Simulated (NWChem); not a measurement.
# H₃S₂ cation; SMILES [SH2+]S

Results from NWChem. The geometry was optimised at B3LYP/6-31G* (spherical d). Level: PBE0/def2-SVP with SMD (1 M gas to 1 M solution), gas-phase geometry. Reactions with the solvent are ignored.

Task: Among these, which solvent gives the highest value of “solvation free energy (kcal/mol)”?
(A) 1-propanol
(B) anisole
(C) water
(D) benzene

Result: D, benzene. Values: 1-propanol -62.5; water -61.7; anisole -50.3; benzene -37.7
